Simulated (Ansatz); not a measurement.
**A geometry optimisation of C3H8B2O with PBE0-D3(BJ)/def2-SVP**

The starting geometry of this gas-phase singlet was optimised with GFN2-xTB.

```xyz
14

C    -1.0544    0.9005    2.3084
C    -2.1033    0.9198    3.1273
C    -1.0293   -0.0292    1.1259
B     2.2001    1.6955    0.8964
B     0.1960    1.8382    2.5384
O     1.2130    1.7886    1.7273
H     3.0776    0.9351    1.1143
H     2.2176    2.3759   -0.0693
H     0.2222    2.5949    3.4451
H    -2.1405    1.5766    3.9801
H    -2.9639    0.2835    2.9820
H    -0.8936    0.5390    0.2063
H    -0.1874   -0.7161    1.2100
H    -1.9483   -0.6065    1.0507
```

Q: Where would you expect an optimisation with PBE0-D3(BJ)/def2-SVP to take it?

A: It keeps its bonds, and is `BOBC(=C)C`.

The energy falls by 0.17 eV over 7 steps:

| step | E − E(last) (eV) |
| --- | --- |
| 1 | 0.166 |
| 2 | 0.021 |
| 3 | 0.008 |
| 4 | 0.001 |
| 5 | 0.000 |
| 6 | 0.000 |
| 7 | 0.000 |

Final geometry (Å):

```xyz
14

C    -1.0625    0.8736    2.2806
C    -2.0925    0.9451    3.1427
C    -1.0579   -0.0629    1.1075
B     2.2535    1.7265    0.8960
B     0.1513    1.8132    2.5467
O     1.2182    1.7907    1.7297
H     3.1516    0.9511    1.1397
H     2.2630    2.4458   -0.0786
H     0.1720    2.5822    3.4829
H    -2.0712    1.6365    3.9909
H    -2.9898    0.3230    3.0376
H    -0.9397    0.4893    0.1605
H    -0.2076   -0.7628    1.1635
H    -1.9826   -0.6555    1.0432
```

No frequencies were run, so the end isn't proven a minimum. Run with Ansatz 0.2.0, 20 s on 2 threads of Arm Neoverse V1 (shared host).
